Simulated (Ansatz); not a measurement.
Reaction (homolysis of the B–Br bond): `[SiH3]OB(Cl)Br` → `[SiH3]O[B]Cl`• + Br•

Calculated with Ansatz (gas phase, PBE0-D4/def2-TZVP geometries, no zero-point term in ΔE). CCSD(T)/CBS is the MP2 limit (def2-TZVPP, def2-QZVPP) plus CCSD(T) − MP2 in def2-TZVPP, frozen cores. Functionals use def2-TZVPP. Open shells (•) are unrestricted, without spin–orbit coupling. Spin–orbit coupling would lower the free atoms: clearly for Br. For Br outer-core shells are correlated without core-valence functions, so the limit isn't a true one: a few kJ/mol of doubt a bond, and 10 to 20 or more in all where bonds break to atoms. Scalar relativity is left out up to krypton. Each species was taken in one conformer, which may not be the lowest.

| level | ΔE (kJ/mol) |
| --- | --- |
| r2SCAN0 | 426.1 |
| SCS-MP2/def2-QZVPP | 454.2 |

What does CCSD(T)/CBS give? (Best estimate.)

Computed: +454.6 kJ/mol. The listed levels differ from it by -28.5, -0.4 kJ/mol.

Largest T1 diagnostic among the species: 0.015.

Leaving LDA and LC-ωPBE aside and taking each functional with its dispersion term where it has one, the values, not all of them listed here, spread over 25.3 kJ/mol, from BHLYP-D4 to ωB97M-V. LDA lies +71.7 kJ/mol from PBE without D4, its usual overbinding. From BLYP to BHLYP (50 % exact exchange), in def2-TZVPP and without D4, ΔE moves by +3.3 kJ/mol.

CCSD(T)/CBS has its own doubt, a few kJ/mol and more with outer-core shells, so smaller differences from it don't rank the levels.
